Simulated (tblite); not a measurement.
C4H6BClO.
SMILES with atom numbers: `[CH2:1]=[CH:2][O:3]/[CH:4]=[CH:5]\[BH:6][Cl:7]` (hydrogens: H8, H9 on C1; H10 on C2; H11 on C4; H12 on C5; H13 on B6)

Computed with GFN2-xTB (tblite), gas phase: L-BFGS steps from a force-field or distance-geometry start until the largest atomic force falls under 0.01 eV/Å.

Step 0: E = -583.2452 eV
```
atom  x, y, z in Å  |  force x, y, z in eV/Å
C1     -2.5375    0.3427    1.1105   -0.316   0.572   0.272
C2     -1.6993   -0.4671    0.4965    1.204   0.045  -0.277
O3     -0.4140   -0.0219    0.1614   -0.176  -1.524  -0.570
C4      0.5015   -0.8393   -0.4883   -1.693   0.201   0.892
C5      1.7151   -0.4066   -0.8019    1.444   1.529  -0.165
B6      2.1953    1.0562   -0.5171    0.952   0.057  -0.272
Cl7     3.8988    1.5822   -1.0109   -1.847  -0.602   0.516
H8     -2.2560    1.3699    1.3424   -0.201  -0.464  -0.075
H9     -3.5291   -0.0055    1.3847    0.386   0.220  -0.087
H10    -1.9998   -1.4907    0.2913    0.469   0.025  -0.236
H11     0.2349   -1.8731   -0.7174   -0.461   0.240   0.213
H12     2.4011   -1.0819   -1.3012   -0.268  -0.089   0.087
H13     1.4848    1.8356    0.0321    0.506  -0.210  -0.298
```

Step 1: E = -583.3994 eV
```
atom  x, y, z in Å  |  force x, y, z in eV/Å
C1     -2.5420    0.3508    1.1144    0.646  -0.429  -0.434
C2     -1.6821   -0.4665    0.4926   -0.158   0.378   0.336
O3     -0.4165   -0.0436    0.1533   -0.254  -0.633  -0.203
C4      0.4773   -0.8364   -0.4755    1.076   0.564  -0.099
C5      1.7357   -0.3848   -0.8042   -0.922   0.319   0.369
B6      2.2089    1.0570   -0.5210    0.660   0.202  -0.129
Cl7     3.8724    1.5736   -1.0035   -1.419  -0.457   0.399
H8     -2.2589    1.3633    1.3414   -0.105  -0.030   0.030
H9     -3.5236   -0.0024    1.3834    0.168   0.123  -0.034
H10    -1.9931   -1.4903    0.2879    0.445   0.074  -0.200
H11     0.2283   -1.8696   -0.7144   -0.410   0.144   0.174
H12     2.3972   -1.0832   -1.2999   -0.206  -0.073   0.063
H13     1.4920    1.8326    0.0278    0.480  -0.181  -0.273
```

**Question.** Estimate the geometry and energy of step 2. (The exact step hangs on the optimiser's Hessian estimate; all steps are aligned on step 1, rigid shifts and turns removed.)

**Answer.** E = -583.4965 eV, largest force 0.933 eV/Å
```
atom  x, y, z in Å  |  force x, y, z in eV/Å
C1     -2.5338    0.3480    1.1093    0.188  -0.084  -0.115
C2     -1.6758   -0.4600    0.4960   -0.165  -0.490  -0.009
O3     -0.4220   -0.0652    0.1458   -0.083   0.358   0.103
C4      0.4825   -0.8257   -0.4706    0.850  -0.201  -0.328
C5      1.7312   -0.3684   -0.7994   -0.468  -0.200   0.063
B6      2.2267    1.0607   -0.5251    0.098   0.171   0.057
Cl7     3.8356    1.5617   -0.9932   -0.773  -0.273   0.210
H8     -2.2621    1.3594    1.3413   -0.038   0.086   0.040
H9     -3.5180    0.0012    1.3822    0.211   0.079  -0.065
H10    -1.9824   -1.4889    0.2829    0.372   0.138  -0.135
H11     0.2182   -1.8655   -0.7100   -0.194   0.306   0.159
H12     2.3919   -1.0850   -1.2983   -0.395   0.183   0.217
H13     1.5036    1.8281    0.0212    0.396  -0.071  -0.195
```

The energy changes by -0.0971 eV. The first-order estimate −F·Δx gives -0.1477 eV and the mean of the old and new forces, exact on a quadratic surface, -0.0960 eV. The step makes an angle of 31° with the force vector and moves no atom by more than 0.040 Å.

What follows is the cost of the whole relaxation. Time: 0.41 s wall. Hardware: one thread of an Arm Neoverse N1, no GPU, shared host with 64 logical CPUs at a one-minute load of 54.
